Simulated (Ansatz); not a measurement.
Species: sum formula AlOF2H (charge 0, singlet). SMILES: [OH][Al]([F])[F]
Structure (B3LYP-D3(BJ)/def2-TZVP (Ansatz, a program for electronic structure) minimum search):
```
Al
F 1 1.6384
F 1 1.6431 2 118.54
O 1 1.6783 2 118.97 3 180.00
H 4 0.9580 1 124.22 2 180.00
```
Charge 0, spin multiplicity 1.

Property: atomisation energy (electronic, to ground-state atoms), in kcal/mol. Cores are frozen in the correlated levels unless marked. UHF or UKS for open shells. Spin-orbit coupling is left out. Non-relativistic. The coupled-cluster limit lacks core correlation, which all-electron functionals hold. Basis-set limits of correlation are two-point, X^-3; Hartree-Fock from the larger set (for Q and 5 zeta extrapolated as (X+1)exp(-9√X)).

| level | program | atomisation energy (kcal/mol) | minus last row |
|---|---|---|---|
| PBE0-D3(BJ)/def2-TZVP | Ansatz + dftd3 | 491.2 | -20.9 |
| LC-wPBE/def2-TZVPD | Ansatz | 503.3 | -8.8 |
| B2GP-PLYP-D4/def2-TZVPD | Ansatz + dftd4 | 500.7 | -11.4 |
| B2GP-PLYP/def2-TZVPD | Ansatz | 500.1 | -12.0 |
| MP2/CBS(cc-pV(Q+d)Z,cc-pV(5+d)Z) | Ansatz | 538.7 | 26.6 |
| CCSD/CBS(aug-cc-pV(T+d)Z,aug-cc-pV(Q+d)Z) | Ansatz | 503.2 | -8.9 |
| CCSD(T)/STO-3G | Ansatz | 381.5 | -130.6 |
| CCSD(T)/cc-pV(D+d)Z | Ansatz | 452.5 | -59.6 |
| CCSD(T)/cc-pV(Q+d)Z | Ansatz | 505.7 | -6.4 |
| CCSD(T)/CBS(cc-pV(Q+d)Z,cc-pV(5+d)Z) | Ansatz | 512.1 | 0.0 |
